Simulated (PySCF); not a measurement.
ClF2Ga, singlet, at a GFN2-xTB geometry (such geometries of metal compounds can be far from the true shape).

The PySCF input:
```python
from pyscf import gto, scf, dft

mol = gto.M(
    atom='''
Ga   -0.19635816    0.12293570   -0.10451190
F    -1.80298261   -0.52592304   -0.33198877
F    -0.16734857    1.75950584   -0.71672276
Cl    1.40118138   -0.87725011    0.74578075
''',
    basis='aug-cc-pvdz',
    verbose=4,
    max_memory=1800,
)

mf = dft.RKS(mol)
mf.xc = 'pbe'
mf = mf.density_fit(auxbasis='def2-universal-jkfit')
mf.kernel()
```

**Question.** What does this run give for the Mulliken (on the basis functions themselves) charges in atom order, total energy, number of basis functions?

**Answer.** 
```yaml
Mulliken (on the basis functions themselves) charges in atom order: Ga1 1.15, F2 -0.50, F3 -0.50, Cl4 -0.14
total_energy: -2584.2064 Eh
number_of_basis_functions: 109
```

**Question.** Roughly what does it cost on one core?

**Answer.** about 18 core-seconds (a rough figure).
